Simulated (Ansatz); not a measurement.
Reaction (silylene formation by 1,1-elimination): `FCO[SiH2]F` → `OCF` + `F[SiH]`

Gas-phase electronic energies from Ansatz, PBE0-D4/def2-TZVP geometries. CCSD(T)/CBS adds triple-zeta CCSD(T) − MP2 to the extrapolated MP2 energy (def2 sets, frozen cores). This one scheme is used for every species. Functionals use def2-TZVPP. B3LYP here is the variant with VWN-RPA as its local correlation; programs differ in this. HSE06 is defined as in plane-wave codes. One conformer a species, not always the lowest.

| level | ΔE (kcal/mol) | difference from CCSD(T)/CBS |
| --- | --- | --- |
| LDA (SPW92) | 75.9 | 2.4 |
| revPBE-D4 | 68.2 | -5.3 |
| PBE0-D4 | 73.3 | -0.2 |
| r2SCAN0-D4 | 78.6 | 5.1 |
| HSE06-D4 | 73.2 | -0.3 |
| PBE-QIDH | 76.8 | 3.3 |
| PBE | 67.4 | -6.1 |
| revPBE | 63.5 | -10.0 |
| r2SCAN | 76.8 | 3.3 |
| B3LYP | 68.8 | -4.7 |
| r2SCAN0 | 78.1 | 4.6 |
| BHLYP | 74.3 | 0.8 |
| MP2/def2-SVP | 73.7 | 0.2 |
| CCSD/def2-SVP | 68.5 | -5.0 |
| CCSD(T)/def2-SVP | 68.6 | -4.9 |
| HF/def2-TZVPP | 74.6 | 1.1 |
| CCSD(T)/CBS | 73.5 | 0 |

Largest T1 diagnostic among the species: 0.015.

From r2SCAN to r2SCAN0 (25 % exact exchange), in def2-TZVPP and without D4, ΔE moves by +1.3 kcal/mol. The D4 term adds +2.8 kcal/mol with B3LYP and +1.5 kcal/mol with PBE0; it sums over pairs of atoms, weighted by their polarisabilities, and B3LYP, whose exchange is more repulsive, gets the larger term.
